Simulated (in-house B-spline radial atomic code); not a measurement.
Radial electron density of Kr²⁺, [Ar] 3d10 4s2 4p4. Level of theory: scalar-relativistic (X2C) B97-1, spin-polarised, spherical fractional occupations, exact exchange averaged over the configuration, Fermi nucleus of rms radius 4.1884 fm; calculated with a radial B-spline atomic code at the basis-set limit.

One-electron X2C: radii and densities carry no picture-change correction, so inner-shell <1/r> comes out high (for 1s by about 2 % at Z = 33, 5 % at 54, 10 % at 75, 30 % at 118) and <r> low.

Columns: r (bohr), 4πr²n(r) (electrons per bohr), bar.

```
  0.0015    1.299 #
 0.00182    1.803 ##
 0.00222    2.513 ##
 0.00271    3.489 ###
 0.00331    4.815 ####
 0.00403    6.554 #####
 0.00491     8.84 #######
 0.00599    11.79 ##########
  0.0073    15.46 #############
  0.0089     19.9 #################
  0.0109    25.14 #####################
  0.0132    30.49 #########################
  0.0161       36 ##############################
  0.0197    40.83 ##################################
   0.024    43.98 #####################################
  0.0292     44.9 #####################################
  0.0357    43.38 ####################################
  0.0435    40.26 ##################################
   0.053    37.37 ###############################
  0.0646    37.01 ###############################
  0.0788    40.61 ##################################
   0.096    47.07 #######################################
   0.117    52.63 ############################################
   0.143    52.69 ############################################
   0.174    45.86 ######################################
   0.212    36.03 ##############################
   0.259    30.06 #########################
   0.315    31.43 ##########################
   0.384    36.04 ##############################
   0.469    36.48 ##############################
   0.571     29.7 #########################
   0.697    19.16 ################
   0.849    10.74 #########
    1.04     6.61 ######
    1.26    5.481 #####
    1.54    4.703 ####
    1.88    3.302 ###
    2.29    1.747 #
    2.79   0.6681 #
     3.4   0.1775 
    4.15  0.03031 
    5.05 0.003177 
    6.16 0.0001749
```

On this grid the curve has 3 maxima, near 0.0292, 0.143, 0.469 bohr.

The 4s down radial function P(r) = rR(r), positive near the nucleus:

```tsv
r (bohr)	P
0.000556	0.01496
0.000826	0.02116
0.00123	0.02988
0.00182	0.04171
0.00271	0.05795
0.00403	0.07922
0.00599	0.1057
0.0089	0.1358
0.0132	0.1638
0.0197	0.1777
0.0292	0.1554
0.0435	0.07038
0.0788	-0.1732
0.117	-0.2924
0.174	-0.184
0.259	0.1881
0.384	0.4673
0.571	0.1903
0.849	-0.5133
1.26	-0.925
1.88	-0.6908
2.79	-0.2516
4.15	-0.03645
6.16	-0.001484
```
